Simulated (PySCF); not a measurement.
Mapped SMILES: `[CH3:1][C:2]1=[C:3]([F:4])[SiH2:5][Si@@H:6]1[CH:7]([F:8])[F:9]`. Each H is labelled by its parent atom. Ha(Si5) is cis to C7 on the ring; Hb(Si5) is trans to C7 on the ring.

Fast rotation and ring inversion assumed for equivalent nuclei, no relativistic terms, no solvent, a single conformation. NMR shieldings at PBE0/pcSseg-1/GIAO; structure optimised with GFN2-xTB; PySCF 2.14.

Predict the 2D correlation tables (HSQC, COSY, HMBC).

Answers



HSQC (one-bond C–H):
| δH | δC |
| --- | --- |
| 6.61 (H(C7)) | 127.0 (C7) |
| 2.11 (H(C1)) | 15.6 (C1) |

COSY cross peaks (H two or three bonds apart, from the bond graph; peaks can be absent where the dihedral angle is near 90°):
| δH | δH |
| --- | --- |
| 6.61 (H(C7)) | 4.74 (H(Si6)) |
| 4.99 (Ha(Si5)) | 4.81 (Hb(Si5)) |
| 4.99 (Ha(Si5)) | 4.74 (H(Si6)) |
| 4.81 (Hb(Si5)) | 4.74 (H(Si6)) |

HMBC (two and three bonds, from the bond graph):
| δH | δC |
| --- | --- |
| 6.61 (H(C7)) | 150.6 (C2) |
| 4.99 (Ha(Si5)) | 182.0 (C3), 150.6 (C2), 127.0 (C7) |
| 4.81 (Hb(Si5)) | 182.0 (C3), 150.6 (C2), 127.0 (C7) |
| 4.74 (H(Si6)) | 182.0 (C3), 150.6 (C2), 127.0 (C7), 15.6 (C1) |
| 2.11 (H(C1)) | 182.0 (C3), 150.6 (C2) |

Scale: TMS for ¹H (σref 31.72), ¹³C (σref 186.93) (reference shieldings calculated alike).

Shifts are as computed. Against solution values, carbons near 30 ppm lie about +3 ppm off and those near 130 ppm about +5 ppm. Of 1309 compounds with measured shifts, 239 miss one by over three times the rms of a fit or turn the order of signals round; such compounds aren't used in these exercises.
